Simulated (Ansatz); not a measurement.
C2H6N (SMILES [CH2]CN), doublet, geometry from GFN2-xTB. Base run: PBE/pcseg-1 (Ansatz, a first-principles code).

Input for Ansatz:
Ansatz 0.2 input:
```yaml
crystal:
  periodic: [false, false, false]
  atoms:
    - {symbol: C, position_ang: [1.18853712, -0.42423795, -0.00475233]}
    - {symbol: C, position_ang: [0.11863727, 0.59050040, -0.00356732]}
    - {symbol: N, position_ang: [-1.21229979, -0.05001142, 0.00719856]}
    - {symbol: H, position_ang: [1.48344962, -0.89295660, 0.91586697]}
    - {symbol: H, position_ang: [1.45611355, -0.91757714, -0.92112399]}
    - {symbol: H, position_ang: [0.15672993, 1.21860401, -0.89696538]}
    - {symbol: H, position_ang: [0.16753083, 1.22769330, 0.88264099]}
    - {symbol: H, position_ang: [-1.30480657, -0.63928977, 0.82914715]}
    - {symbol: H, position_ang: [-1.31596525, -0.64396854, -0.81003784]}
basis:
  gaussian:
    orbitals: pcseg-1.json
hamiltonian:
  xc: pbe
magnetization: {spin_polarized: true, initial_magnetization: 1}
```
The basis file holds pcseg-1 in the JSON format of the Basis Set Exchange.

Each row names what was changed in the base input (with any setting that the change needs).

| change | ΔE vs base (µEh) |
|---|---|
| base | 0.0 |
| final_grid = 14, 28, 59 | -0.7 |
| lower_state_search = full | 0.0 |
| lower_state_search = light | 0.0 |
| point_charge = charge:1.0 position_ang:-0.0993, -2.4714, 4.227 | 2485 |
| nuclear_model = gaussian | 12.8 |
| fitting.mean_field = cc-pVTZ-JKFIT | -57.6 |
| forces = on | 0.0 |
| final_grid = 6, 12, 29 | -9.9 |
| fitting.mean_field = def2-universal-JKFIT | -77.0 |
| lower_state_search = off | 0.0 |
